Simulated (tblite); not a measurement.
C6H10BNO.
SMILES with atom numbers: `[CH3:1][O:2]/[C:3]([C:4]#[N:5])=[CH:6]/[B:7]([CH3:8])[CH3:9]` (hydrogens: H10, H11, H12 on C1; H13 on C6; H14, H15, H16 on C8; H17, H18, H19 on C9)

Computed with GFN2-xTB (tblite), gas phase: L-BFGS steps from a force-field or distance-geometry start until the largest atomic force falls under 0.01 eV/Å.

Step 11: E = -709.7834 eV
```
atom  x, y, z in Å  |  force x, y, z in eV/Å
C1      3.5231    0.1423    0.0604   -0.088   0.001   0.012
O2      2.3282    0.0260   -0.6748   -0.108  -0.023  -0.130
C3      1.1253    0.0401   -0.0422   -0.095   0.006  -0.053
C4      1.0874    0.1784    1.3679   -0.090   0.000   0.105
N5      1.0390    0.2881    2.5094    0.115   0.002  -0.047
C6     -0.0081   -0.0751   -0.7781   -0.052  -0.004   0.048
B7     -1.4994   -0.0887   -0.3306    0.185  -0.007  -0.061
C8     -2.5819   -0.2434   -1.4773    0.064   0.011   0.093
C9     -1.9708    0.0380    1.1716    0.035  -0.002  -0.105
H10     4.3039    0.0976   -0.6960    0.116   0.011   0.088
H11     3.5808    1.0892    0.6030   -0.025   0.067  -0.006
H12     3.6464   -0.6745    0.7761   -0.019  -0.069   0.004
H13     0.2091   -0.1724   -1.8394   -0.074   0.005   0.041
H14    -2.4360   -1.1654   -2.0403    0.018   0.025   0.013
H15    -2.5072    0.5647   -2.2049    0.018  -0.018   0.013
H16    -3.5986   -0.2486   -1.0929   -0.028  -0.009  -0.079
H17    -3.0539    0.0057    1.2583   -0.004   0.008   0.077
H18    -1.5664   -0.7586    1.7938    0.017  -0.003  -0.006
H19    -1.6308    0.9660    1.6285    0.015  -0.001  -0.007
```

Step 12: E = -709.7886 eV
```
atom  x, y, z in Å  |  force x, y, z in eV/Å
C1      3.5142    0.1416    0.0597   -0.121   0.005   0.034
O2      2.3213    0.0255   -0.6773   -0.094  -0.031  -0.192
C3      1.1191    0.0396   -0.0436   -0.040   0.008  -0.062
C4      1.0903    0.1787    1.3671   -0.109  -0.008   0.072
N5      1.0596    0.2889    2.5091    0.103   0.004  -0.035
C6     -0.0109   -0.0761   -0.7831   -0.051   0.004   0.077
B7     -1.4985   -0.0888   -0.3309    0.184  -0.008  -0.041
C8     -2.5769   -0.2435   -1.4781    0.018   0.006   0.066
C9     -1.9636    0.0382    1.1729   -0.005   0.004  -0.064
H10     4.3017    0.0983   -0.6905    0.082   0.009   0.106
H11     3.5599    1.0866    0.6046    0.028   0.112   0.005
H12     3.6257   -0.6733    0.7778    0.035  -0.104   0.017
H13     0.2084   -0.1723   -1.8443   -0.078   0.003   0.058
H14    -2.4282   -1.1648   -2.0413    0.020   0.019   0.011
H15    -2.4991    0.5645   -2.2053    0.020  -0.010   0.007
H16    -3.5957   -0.2492   -1.1007   -0.042  -0.008  -0.063
H17    -3.0453    0.0069    1.2652   -0.057   0.001   0.049
H18    -1.5638   -0.7578    1.7983    0.054  -0.015  -0.020
H19    -1.6283    0.9662    1.6328    0.052   0.010  -0.024
```

Step 13: E = -709.7932 eV
```
atom  x, y, z in Å  |  force x, y, z in eV/Å
C1      3.5036    0.1410    0.0593   -0.111   0.007   0.043
O2      2.3131    0.0246   -0.6827   -0.037  -0.026  -0.163
C3      1.1127    0.0393   -0.0457    0.026   0.007  -0.047
C4      1.0913    0.1786    1.3665   -0.092  -0.011   0.026
N5      1.0813    0.2898    2.5087    0.081   0.003  -0.040
C6     -0.0141   -0.0770   -0.7870   -0.029   0.010   0.071
B7     -1.4952   -0.0890   -0.3315    0.079  -0.007   0.007
C8     -2.5715   -0.2433   -1.4778   -0.028   0.000   0.016
C9     -1.9566    0.0385    1.1732   -0.041   0.007   0.005
H10     4.3008    0.0991   -0.6827    0.021   0.008   0.127
H11     3.5403    1.0858    0.6060    0.053   0.105  -0.003
H12     3.6064   -0.6738    0.7795    0.058  -0.096   0.004
H13     0.2062   -0.1721   -1.8477   -0.074   0.000   0.052
H14    -2.4205   -1.1636   -2.0419    0.025   0.007   0.009
H15    -2.4910    0.5638   -2.2055    0.024   0.002   0.003
H16    -3.5935   -0.2499   -1.1094   -0.041  -0.006  -0.034
H17    -3.0377    0.0081    1.2728   -0.077  -0.004   0.010
H18    -1.5604   -0.7569    1.8020    0.081  -0.019  -0.041
H19    -1.6249    0.9663    1.6363    0.081   0.014  -0.045
```

**Question.** Estimate the geometry and energy of step 14. (The exact step hangs on the optimiser's Hessian estimate; all steps are aligned on step 13, rigid shifts and turns removed.)

**Answer.** E = -709.7964 eV, largest force 0.131 eV/Å
```
atom  x, y, z in Å  |  force x, y, z in eV/Å
C1      3.4948    0.1408    0.0596   -0.061   0.007   0.040
O2      2.3073    0.0235   -0.6887    0.026  -0.011  -0.066
C3      1.1089    0.0393   -0.0476    0.058   0.003  -0.025
C4      1.0900    0.1783    1.3660   -0.042  -0.010  -0.026
N5      1.0967    0.2904    2.5080    0.055   0.000  -0.040
C6     -0.0165   -0.0775   -0.7884   -0.008   0.011   0.042
B7     -1.4920   -0.0893   -0.3316   -0.053  -0.005   0.047
C8     -2.5683   -0.2432   -1.4771   -0.048  -0.003  -0.023
C9     -1.9528    0.0387    1.1732   -0.054   0.006   0.055
H10     4.3007    0.0998   -0.6747   -0.026   0.007   0.128
H11     3.5287    1.0871    0.6066    0.044   0.060  -0.018
H12     3.5952   -0.6758    0.7803    0.046  -0.055  -0.019
H13     0.2031   -0.1719   -1.8486   -0.066  -0.003   0.031
H14    -2.4151   -1.1624   -2.0420    0.028  -0.005   0.008
H15    -2.4855    0.5632   -2.2053    0.026   0.011   0.002
H16    -3.5928   -0.2505   -1.1159   -0.032  -0.003  -0.011
H17    -3.0340    0.0088    1.2779   -0.063  -0.006  -0.015
H18    -1.5569   -0.7565    1.8033    0.084  -0.014  -0.055
H19    -1.6214    0.9664    1.6375    0.087   0.011  -0.056
```

The energy changes by -0.0032 eV. The first-order estimate −F·Δx gives -0.0045 eV and the mean of the old and new forces, exact on a quadratic surface, -0.0032 eV. The step makes an angle of 68° with the force vector and moves no atom by more than 0.015 Å.

What follows is the cost of the whole relaxation. Hardware: Arm Neoverse V2, one thread, no GPU, shared host. Cost: 0.26 s of wall time.
